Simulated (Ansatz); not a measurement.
`[CH3][GeH]([CH3])[Cl]` + H₂O → `[CH3][GeH]([OH])[Cl]` + CH₄ at 298.15 K and 1 bar (formal hydrolysis of a Ge–C bond).

Program: Ansatz. Geometries: PBE0-D4/def2-TZVP. ΔE: electronic, gas phase. CCSD(T)/CBS is the MP2 limit (def2-TZVPP, def2-QZVPP) plus CCSD(T) − MP2 in def2-TZVPP, frozen cores. This one scheme is used for every species. For Ge outer-core shells are correlated without core-valence functions, which leaves a few kJ/mol of doubt a bond. Scalar relativity is left out up to krypton. Each species was taken in one conformer, which may not be the lowest.

```tsv
species	CCSD(T)/CBS energy (Eh)	H − E (kJ/mol)	S (J/(mol·K))
`[CH3][GeH]([CH3])[Cl]`	-2616.27253	238.4	352.8
H₂O	-76.37941	66.4	188.7
`[CH3][GeH]([OH])[Cl]`	-2652.20691	177.4	345.2
CH₄	-40.46206	127.4	186.2
```

H − E and S are ideal-gas, rigid-rotor, harmonic terms from PBE0-D4/def2-TZVP, for one conformer and one mirror image of each species. 1 Eh = 2625.50 kJ/mol, R = 8.31446 J/(mol·K).

**Question.** By hand: ΔE, ΔH, ΔS and ΔG.

**Answer.** ΔE = (-2652.20691) + (-40.46206) − (-2616.27253) − (-76.37941) = -0.01703 Eh = -44.7 kJ/mol. Δ(H − E) = 177.4 + 127.4 − 238.4 − 66.4 = 0.0, so ΔH = -44.7 kJ/mol. ΔS = 345.2 + 186.2 − 352.8 − 188.7 = -10.1 J/(mol·K). ΔG = -44.7 − 298.15 × (-10.1)/1000 = -41.7 kJ/mol.

**Question.** By hand: the equilibrium constant, and the temperature at which ΔG would vanish if ΔH and ΔS stayed fixed.

**Answer.** log₁₀ K = −ΔG/(RT ln 10) = 7.3. ΔG = 0 at ΔH/ΔS = 4426 K, far beyond where these terms or the molecules hold.

The number of gas molecules stays the same, so ΔS is small and ΔH decides. A doubt of 5 kJ/mol in ΔE shifts log₁₀ K by 0.9 here. Other conformers and mirror images would add mixing entropy, several J/(mol·K) or more a flexible species. These are equilibria of isolated gas molecules and say nothing of rates. Largest T1 diagnostic: 0.010 (customary marks: 0.02 for closed shells, 0.045 for open ones).
